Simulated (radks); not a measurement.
The numbers below are computed, except where a source is named.
Q: Ga+, 30 electrons, occupied as [Ar] 3d10 4s2. Code: a radial shooting solver on a logarithmic mesh with Libxc functionals. Model: scalar-relativistic Kohn-Sham, LDA (Slater exchange, Perdew-Wang correlation), spin-polarised, spherical densities, finite nucleus; Fermi nuclear charge, rms radius 3.9973 fm. Some entries of the table are withheld. Estimate them.

orbital  occ.  eigenvalue (hartree)  <r> (bohr)  r(max) (bohr)
1s          2             -375.5409     0.04867        0.03183
2s          2                   (1)      0.2182         0.1827
2p          6             -40.66573         (2)         0.1464
3s          2              -5.72565      0.6531         0.5650
3p          6              -3.93333      0.6800         0.5667
3d         10              -1.02005      0.8080         0.5310
4s          2              -0.61200       2.204          1.842

A: 
(1) 2s eigenvalue (hartree): -46.61280
(2) 2p <r> (bohr): 0.1909
